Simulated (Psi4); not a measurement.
C₃H₉N, charge +1, doublet, at a GFN2-xTB geometry (a state made from the parent by changing its charge; the spin is typed, not shown lowest); Psi4 1.11 with WB97X/6-31G*.

Input for Psi4:
```
memory 2 GB

molecule mol {
1 2
  C    -0.359947    1.339725    0.257499
  N    -0.000000    0.000000   -0.000000
  C     1.305036   -0.448771    0.293626
  C    -0.945088   -0.890954   -0.551125
  H     0.294907    2.031326   -0.288358
  H    -0.220485    1.583987    1.318627
  H    -1.394211    1.532824   -0.020457
  H     1.794320   -0.841516   -0.607184
  H     1.278927   -1.288855    0.999801
  H     1.914414    0.350174    0.711469
  H    -1.316138   -0.518801   -1.514935
  H    -0.520203   -1.882999   -0.691013
  H    -1.831531   -0.966140    0.092050
}

set basis 6-31g*
set reference uks

energy('wb97x')
print_variables()
```

What the program printed (banner, timings and long lists left out):

```
   => Loading Basis Set <=

    Name: 6-31G*
    Role: ORBITAL
    Keyword: BASIS

         ---------------------------------------------------------
                                   SCF
               by Justin Turney, Rob Parrish, Andy Simmonett
                          and Daniel G. A. Smith
                              UKS Reference
         ---------------------------------------------------------

  ==> Geometry <==

    Molecular point group: c1
    Full point group: C1

    Geometry (in Angstrom), charge = 1, multiplicity = 2:

       Center              X                  Y                   Z               Mass
    ------------   -----------------  -----------------  -----------------  -----------------
         C           -0.359947203137     1.339725000000     0.257499000000    12.000000000000
         N           -0.000000203137     0.000000000000     0.000000000000    14.003074004430
         C            1.305035796863    -0.448771000000     0.293626000000    12.000000000000
         C           -0.945088203137    -0.890954000000    -0.551125000000    12.000000000000
         H            0.294906796863     2.031326000000    -0.288358000000     1.007825032230
         H           -0.220485203137     1.583987000000     1.318627000000     1.007825032230
         H           -1.394211203137     1.532824000000    -0.020457000000     1.007825032230
         H            1.794319796863    -0.841516000000    -0.607184000000     1.007825032230
         H            1.278926796863    -1.288855000000     0.999801000000     1.007825032230
         H            1.914413796863     0.350174000000     0.711469000000     1.007825032230
         H           -1.316138203137    -0.518801000000    -1.514935000000     1.007825032230
         H           -0.520203203137    -1.882999000000    -0.691013000000     1.007825032230
         H           -1.831531203137    -0.966140000000     0.092050000000     1.007825032230

  Running in c1 symmetry.

  Rotational constants: A =      0.29257  B =      0.29257  C =      0.15900 [cm^-1]
  Rotational constants: A =   8771.15736  B =   8771.15203  C =   4766.79950 [MHz]
  Nuclear repulsion =  139.385820834827115

  Charge       = 1
  Multiplicity = 2
  Electrons    = 33
  Nalpha       = 17
  Nbeta        = 16

  ==> Algorithm <==

  SCF Algorithm Type is DF.
  DIIS enabled.
  MOM disabled.
  Fractional occupation disabled.
  Guess Type is SAD.
  Energy threshold   = 1.00e-06
  Density threshold  = 1.00e-06
  Integral threshold = 1.00e-12

  ==> Primary Basis <==

  Basis Set: 6-31G*
    Blend: 6-31G*
    Number of shells: 42
    Number of basis functions: 78
    Number of Cartesian functions: 78
    Spherical Harmonics?: false
    Max angular momentum: 2

  ==> DFT Potential <==

   => LibXC <=

    Version 7.1.2
    S. Lehtola, C. Steigemann, M. J. T. Oliveira, and M. A. L. Marques,  SoftwareX 7, 1–5 (2018) (10.1016/j.softx.2017.11.002)

   => Composite Functional: WB97X <=

    wB97X Hyb-GGA Exchange-Correlation Functional

    J.-D. Chai and M. Head-Gordon,  J. Chem. Phys. 128, 084106 (2008) (10.1063/1.2834918)

    Deriv               =              1
    GGA                 =           TRUE
    Meta                =          FALSE

    Exchange Hybrid     =           TRUE
    MP2 Hybrid          =          FALSE

   => Exchange-Correlation Functionals <=

    1.0000   wB97X range-separated functional

   => Exact (HF) Exchange <=

    0.8423            HF,LR [omega = 0.3000]
    0.1577               HF

   => LibXC Density Thresholds  <==

    XC_HYB_GGA_XC_WB97X:  1.00E-14

   => Molecular Quadrature <=

    Radial Scheme          =       TREUTLER
    Pruning Scheme         =           NONE
    Nuclear Scheme         =       TREUTLER

    Blocking Scheme        =         OCTREE
    BS radius alpha        =              1
    Pruning alpha          =              1
    Radial Points          =             75
    Spherical Points       =            302
[...]
  Reciprocal condition number of the overlap matrix is 8.7794734298E-04.
    Using symmetric orthogonalization.

  ==> Pre-Iterations <==

  SCF Guess: Superposition of Atomic Densities via on-the-fly atomic UHF (no occupation information).

   -------------------------
    Irrep   Nso     Nmo
   -------------------------
     A         78      78
   -------------------------
    Total      78      78
   -------------------------

  ==> Iterations <==

                           Total Energy        Delta E     RMS |[F,P]|

   @DF-UKS iter SAD:  -173.87096313951974   -1.73871e+02   0.00000e+00
   @DF-UKS iter   1:  -174.07057450934667   -1.99611e-01   4.55396e-03 DIIS/ADIIS
   @DF-UKS iter   2:  -174.12400189285233   -5.34274e-02   2.44078e-03 DIIS/ADIIS
   @DF-UKS iter   3:  -174.14088115678723   -1.68793e-02   4.10458e-04 DIIS/ADIIS
   @DF-UKS iter   4:  -174.14181219686250   -9.31040e-04   1.68171e-04 DIIS/ADIIS
   @DF-UKS iter   5:  -174.14197192574454   -1.59729e-04   8.59659e-05 DIIS
   @DF-UKS iter   6:  -174.14202359626120   -5.16705e-05   1.70036e-05 DIIS
   @DF-UKS iter   7:  -174.14202754759222   -3.95133e-06   3.07371e-06 DIIS
   @DF-UKS iter   8:  -174.14202762467377   -7.70816e-08   5.01374e-07 DIIS
  Energy and wave function converged.

  ==> Post-Iterations <==

   Electrons on quadrature grid:
      Nalpha   =   17.0000136349 ; deviation = 1.363e-05
      Nbeta    =   16.0000180138 ; deviation = 1.801e-05
      Ntotal   =   33.0000316487 ; deviation = 3.165e-05

   @Spin Contamination Metric:   4.760326660E-03
   @S^2 Expected:                7.500000000E-01
   @S^2 Observed:                7.547603267E-01
   @S   Expected:                5.000000000E-01
   @S   Observed:                5.000000000E-01

    Orbital Energies [Eh]
    ---------------------

    Alpha Occupied:

[...]
    Alpha Virtual:

[...]
      78A      4.274664

    Beta Occupied:

[...]
      16A     -0.697929

    Beta Virtual:

[...]
    Final Occupation by Irrep:
              A
    DOCC [    16 ]
    SOCC [     1 ]
    NA   [    17 ]
    NB   [    16 ]

  @DF-UKS Final Energy:  -174.14202762467377

   => Energetics <=

    Nuclear Repulsion Energy =            139.3858208348271148
    One-Electron Energy =                -501.0152886941240240
    Two-Electron Energy =                 205.4120242785958794
    DFT Exchange-Correlation Energy =     -17.9245840439727182
    Empirical Dispersion Energy =           0.0000000000000000
    VV10 Nonlocal Energy =                  0.0000000000000000
    Total Energy =                       -174.1420276246737728

  UHF NO Occupations:
  HONO-2 :   15  A 1.9992938
  HONO-1 :   16  A 1.9992279
  HONO-0 :   17  A 1.0000000
  LUNO+0 :   18  A 0.0007721
  LUNO+1 :   19  A 0.0007062
  LUNO+2 :   20  A 0.0002551
  LUNO+3 :   21  A 0.0002550

Computation Completed

Properties will be evaluated at   0.000000,   0.000000,   0.000000 [a0]

Properties computed using the SCF density matrix

 Multipole Moments:

 ------------------------------------------------------------------------------------
     Multipole            Electronic (a.u.)      Nuclear  (a.u.)        Total (a.u.)
 ------------------------------------------------------------------------------------

 L = 1.  Multiply by 2.5417464519 to convert [e a0] to [Debye]
 Dipole X            :         -0.0000186           -0.0000017           -0.0000203
 Dipole Y            :          0.0000682           -0.0000000            0.0000682
 Dipole Z            :          0.0000124           -0.0000000            0.0000124
 Magnitude           :                                                    0.0000722

 ------------------------------------------------------------------------------------

  Variable Map:
  ----------------------------------------------------------------------------
[...]
  Array Variable Map:
  ----------------------------------------------------------------------------
[...]
[...]
```
